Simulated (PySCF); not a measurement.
**Broadened absorption spectrum of phthalan**

Species: phthalan, C₈H₈O.
Geometry (PBE0-D3(BJ)/def2-SVP, Å), atoms numbered from 1 in this order:
```
atom  x, y, z in Å
C1     2.067   -0.296   -0.344
C2     1.803    1.069   -0.486
C3     0.489    1.538   -0.525
C4    -0.549    0.618   -0.425
C5    -0.287   -0.743   -0.284
C6     1.021   -1.215   -0.239
C7    -1.599   -1.464   -0.180
O8    -2.581   -0.491   -0.458
C9    -2.038    0.809   -0.418
H10    3.101   -0.647   -0.317
H11    2.633    1.774   -0.569
H12    0.286    2.607   -0.635
H13    1.232   -2.282   -0.128
H14   -1.739   -1.896    0.833
H15   -1.693   -2.293   -0.904
H16   -2.366    1.351    0.493
H17   -2.402    1.383   -1.288
```

Level of theory: TDDFT B3LYP/def2-SVPD, vertical, gas phase, core orbitals frozen in the response in PySCF.

Computed states:

```json
{"state": "S1", "E (eV)": "5.07", "f": "0.027"}
{"state": "S2", "E (eV)": "5.60", "f": "0.033"}
{"state": "S3", "E (eV)": "5.82", "f": "0.015"}
{"state": "S4", "E (eV)": "6.17", "f": "0.050"}
{"state": "S5", "E (eV)": "6.27", "f": "0.018"}
{"state": "S6", "E (eV)": "6.65", "f": "0.0011"}
{"state": "S7", "E (eV)": "6.77", "f": "0.0002"}
{"state": "S8", "E (eV)": "6.84", "f": "0.0000"}
{"state": "S9", "E (eV)": "6.90", "f": "0.595"}
{"state": "S10", "E (eV)": "6.92", "f": "0.344"}
```

Each state is given a Gaussian of 0.4 eV full width at half maximum, with ε(max) = 2.175×10⁸ f / Δν̃ (Δν̃ the width in cm⁻¹). The width is an assumption, not a result. The curve ends short of the highest state used, and states not computed would add to its high-energy end.

Question: Give the broadened spectrum and its maxima.

Answer: 
| E (eV) | ε (L mol⁻¹ cm⁻¹) |
| --- | --- |
| 4.47 | 4 |
| 4.52 | 10 |
| 4.57 | 24 |
| 4.63 | 64 |
| 4.68 | 131 |
| 4.73 | 246 |
| 4.78 | 424 |
| 4.84 | 726 |
| 4.89 | 1032 |
| 4.94 | 1347 |
| 5.00 | 1655 |
| 5.05 | 1791 |
| 5.10 | 1789 |
| 5.15 | 1665 |
| 5.21 | 1435 |
| 5.26 | 1269 |
| 5.31 | 1207 |
| 5.37 | 1329 |
| 5.42 | 1589 |
| 5.47 | 1939 |
| 5.52 | 2302 |
| 5.58 | 2639 |
| 5.63 | 2774 |
| 5.68 | 2765 |
| 5.74 | 2615 |
| 5.79 | 2454 |
| 5.84 | 2349 |
| 5.89 | 2376 |
| 5.95 | 2646 |
| 6.00 | 3063 |
| 6.05 | 3580 |
| 6.10 | 4075 |
| 6.16 | 4447 |
| 6.21 | 4456 |
| 6.26 | 4175 |
| 6.32 | 3593 |

Maxima: 244 nm (5.07 eV), ε about 1800, made up of S1 (99%); 219 nm (5.65 eV), ε about 2800, made up of S2 (76%) and S3 (23%); 200 nm (6.19 eV), ε about 4500, made up of S4 (74%) and S5 (23%) (ε in L mol⁻¹ cm⁻¹; maxima over ε = 5, shares over 10%).

Question: Coming from long wavelengths, where does ε first pass 100 L mol⁻¹ cm⁻¹?

Answer: At about 266 nm (4.66 eV), 0.41 eV below S1.

Question: On this curve, what absorbance would a 10⁻³ mol/L sample give at 266 nm over a 1 cm path?

Answer: 266 nm is 4.661 eV, where ε is about 100 L mol⁻¹ cm⁻¹, so A = ε c l ≈ 0.1 (Beer–Lambert, with the gas-phase spectrum and the assumed width).

Question: What would ε be at 6.19 eV, the highest of these maxima, with half the width (0.2 eV)?

Answer: About 8020 L mol⁻¹ cm⁻¹ against 4490, a factor of about 1.8; a lone state at its own centre would give exactly 2.

The vertical ionisation energy (ΔSCF) is 8.56 eV, 1.65 eV above S10.

One conformer stands for the species.
